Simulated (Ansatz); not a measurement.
Be2Se⁺. Charge 1, multiplicity 2. Geometry r2SCAN-D4/def2-TZVP, that of the neutral singlet; atoms count from 1.

Cartesian coordinates in Å:
```
Be -0.235 -0.321 1.071
Be -0.843 -0.133 -0.760
Se 1.078 0.453 -0.312
```

The structure comes from a short search, and lower isomers may exist.

Q: Estimate the Mulliken populations from the PBE0/def2-TZVP orbitals of Ansatz.

A: 
```tsv
atom	charge (e)	spin (α − β)
Be1	0.37	0.42
Be2	0.37	0.42
Se3	0.26	0.16
```
Mulliken values and Mayer orders depend strongly on the basis.

Q: Where does the spin sit?

A: Summed by element: Be 0.84, Se 0.16, of 1 unpaired in all. Largest on single atoms: Be1 0.42, Be2 0.42, Se3 0.16.

Q: And the Mayer bond orders between bonded heavy atoms (over 0.3)?

A: Be1–Be2 0.83 (1.94 Å); Be1–Se3 1.34 (2.06 Å); Be2–Se3 1.34 (2.06 Å).
